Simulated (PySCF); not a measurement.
Isomers of C4H10O2Si, one GFN2-xTB conformer each. Single-point energies are computed at PBE0/pcSseg-1 (PySCF, gas phase, no added dispersion term), electronic only.

```json
{"SMILES": "CC[SiH]1OCCO1", "GFN2-xTB relative energy (kcal/mol)": "0.0"}
{"SMILES": "CC1([SiH](O)O)CC1", "GFN2-xTB relative energy (kcal/mol)": "8.5"}
{"SMILES": "C=C(CC)O[SiH2]O", "GFN2-xTB relative energy (kcal/mol)": "1.2"}
{"SMILES": "C=CO[Si@@H](C)OC", "GFN2-xTB relative energy (kcal/mol)": "19.2"}
{"SMILES": "CCC(=O)[SiH2]OC", "GFN2-xTB relative energy (kcal/mol)": "42.7"}
```

Conformers: `[CH3:1][CH2:2][SiH:3]1[O:4][CH2:5][CH2:6][O:7]1` with C1–C2–Si3–O4 -60°, C2–Si3–O4–C5 134°, Si3–O4–C5–C6 -21°, O4–C5–C6–O7 19°, C5–C6–O7–Si3 -9°; `[CH3:1][C:2]1([SiH:3]([OH:4])[OH:5])[CH2:6][CH2:7]1` with C1–C2–Si3–O4 62°, C2–Si3–O4–H 55°, C2–Si3–O5–H 150°; `[CH2:1]=[C:2]([CH2:3][CH3:4])[O:5][SiH2:6][OH:7]` with C1–C2–C3–C4 -111°, C1–C2–O5–Si6 -1°, C2–O5–Si6–O7 58°, O5–Si6–O7–H 49°; `[CH2:1]=[CH:2][O:3][Si@@H:4]([CH3:5])[O:6][CH3:7]` with C1–C2–O3–Si4 -179°, C2–O3–Si4–C5 57°, O3–Si4–O6–C7 -179°; `[CH3:1][CH2:2][C:3](=[O:4])[SiH2:5][O:6][CH3:7]` with C1–C2–C3–O4 1°, C2–C3–Si5–O6 -160°, C3–Si5–O6–C7 -48°.

What does PBE0/pcSseg-1 give for the same structures?

| SMILES | PBE0/pcSseg-1 E (Eh) | PBE0/pcSseg-1 (kcal/mol) | GFN2-xTB (kcal/mol) | point group |
| --- | --- | --- | --- | --- |
| CC1([SiH](O)O)CC1 | -597.93516 | 0.0 | 8.5 | C1 |
| CC[SiH]1OCCO1 | -597.93307 | 1.3 | 0.0 | C1 |
| C=C(CC)O[SiH2]O | -597.91883 | 10.2 | 1.2 | C1 |
| C=CO[Si@@H](C)OC | -597.90640 | 18.0 | 19.2 | C1 |
| CCC(=O)[SiH2]OC | -597.87373 | 38.5 | 42.7 | C1 |

GFN2-xTB puts CC[SiH]1OCCO1 lowest instead; measured from each level's own lowest isomer, the values differ by up to 9.0 kcal/mol (C=C(CC)O[SiH2]O: 1.2 against 10.2). As drawn, the lowest has a three-membered ring and an O–H bond, which the highest lacks; the highest has a C=O bond, which the lowest lacks. Neighbours under 2.5 kcal/mol apart (CC1([SiH](O)O)CC1 and CC[SiH]1OCCO1) can change places with a better method, another conformer or zero-point energy.

Which frontier levels, dipoles and rotational constants go with these structures?

| SMILES | HOMO (eV, PBE0/pcSseg-1) | LUMO (eV) | dipole (D) | A, B, C (MHz) |
| --- | --- | --- | --- | --- |
| CC1([SiH](O)O)CC1 | -7.69 | 1.06 | 1.43 | 3312, 1541, 1475 |
| CC[SiH]1OCCO1 | -7.79 | 1.19 | 0.79 | 3783, 1611, 1556 |
| C=C(CC)O[SiH2]O | -6.84 | 0.44 | 1.40 | 3974, 1192, 1093 |
| C=CO[Si@@H](C)OC | -6.74 | 0.82 | 2.48 | 4277, 1181, 986.6 |
| CCC(=O)[SiH2]OC | -6.66 | -0.98 | 1.51 | 4845, 1117, 941.5 |

As an exercise, what shares would exp(−E/RT) give at 500 K from these electronic energies alone (no entropy, no degeneracies)?

RT = 0.994 kcal/mol: CC1([SiH](O)O)CC1 78.8 %, CC[SiH]1OCCO1 21.2 %, C=C(CC)O[SiH2]O under 0.1 %, C=CO[Si@@H](C)OC under 0.1 %, CCC(=O)[SiH2]OC under 0.1 %.
